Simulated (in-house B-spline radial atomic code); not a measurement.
Inner levels of potassium as electrons are removed. A shift is the extra binding of the orbital against the neutral atom ([Ar] 4s1). Computed with a B-spline radial code for spherical atoms: non-relativistic Hartree-Fock, average of the configuration, point nuclei.

| ion | configuration | shift of 1s (eV) | radius of 1s (bohr) | Σ<r²> (bohr²) | change of density at nucleus (bohr⁻³) |
| --- | --- | --- | --- | --- | --- |
| K | [Ar] 4s1 | 0 | 0.081466 | 51.231 | - |
| K+ | [Ne] 3s2 3p6 | 5.9676 | 0.081467 | 19.541 | -0.75034 |
| K2+ | [Ne] 3s2 3p5 | 23.699 | 0.081463 | 15.652 | 2.0925 |
| K3+ | [Ne] 3s2 3p4 | ? | ? | ? | ? |
| K4+ | [Ne] 3s2 3p3 | 65.727 | 0.081452 | 9.8622 | 9.2573 |
| K5+ | [Ne] 3s2 3p2 | 89.854 | 0.081443 | 7.6167 | 13.559 |
| K6+ | [Ne] 3s2 3p1 | 115.99 | 0.081433 | 5.6761 | 18.337 |
| K7+ | [Ne] 3s2 | 144.09 | 0.081421 | 3.9815 | 23.595 |
| K8+ | [Ne] 3s1 | ? | ? | ? | ? |
| K9+ | [He] 2s2 2p6 | 204.71 | 0.081415 | 1.2375 | -28.394 |
| K10+ | [He] 2s2 2p5 | 287.97 | 0.081318 | 1.0343 | -9.2853 |
| K11+ | [He] 2s2 2p4 | 375.66 | 0.081208 | 0.85292 | 11.121 |
| K12+ | [He] 2s2 2p3 | 467.73 | 0.081086 | 0.69041 | 32.84 |
| K13+ | [He] 2s2 2p2 | ? | ? | ? | ? |
| K14+ | [He] 2s2 2p1 | 664.86 | 0.080802 | 0.4124 | 80.267 |
| K15+ | [He] 2s2 | 769.83 | 0.080641 | 0.29312 | 106 |
| K16+ | [He] 2s1 | 863.31 | 0.080623 | 0.15076 | -100.84 |
| K17+ | 1s2 | 959.43 | 0.080539 | 0.017342 | -323.52 |
| K18+ | 1s1 | 1278.04 | 0.078947 | 0.0083102 | -2355.37 |

Problem. Fill in the row of K3+.

Solution. shift of 1s (eV): 43.653; radius of 1s (bohr): 0.081458; Σ<r²> (bohr²): 12.498; change of density at nucleus (bohr⁻³): 5.4334.

Problem. Fill in the row of K8+.

Solution. shift of 1s (eV): 173.62; radius of 1s (bohr): 0.081419; Σ<r²> (bohr²): 2.5388; change of density at nucleus (bohr⁻³): -0.62642.

Problem. Fill in the row of K13+.

Solution. shift of 1s (eV): 564.15; radius of 1s (bohr): 0.080951; Σ<r²> (bohr²): 0.54425; change of density at nucleus (bohr⁻³): 55.884.
